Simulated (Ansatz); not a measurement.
Basis-set extrapolation for CH₁₀N₂Si₂ (`C[SiH](N)[SiH2]N`) (PBE0-D4/def2-TZVP geometry, frozen core, the Gaussian-basis code of Ansatz). Multiplicity 1, RHF reference.

```
                      def2-TZVPP   def2-QZVPP
                 HF  -730.606604  -730.632635
    MP2 correlation    -0.861049    -0.922287
CCSD(T) correlation    -0.956828      not run
```

Energies in hartree. Use E(X) = E(∞) + A·exp(−7.88·√X) for Hartree–Fock and E(X) = E(∞) + B·X^(−2.97) for correlation, with X = 3 and 4, and add CCSD(T) minus MP2 of the smaller set to the MP2 limit.

Problem. What is the CCSD(T) energy at the basis-set limit?

Solution. HF limit: -730.632635 + (-0.026031) × 0.13774 = -730.63622. MP2 limit: -0.922287 + (-0.061238) × 0.74074 = -0.96765. Higher-order term: -0.956828 − (-0.861049) = -0.09578. Total: -731.69965 hartree, 3.71 eV below CCSD(T)/def2-TZVPP.
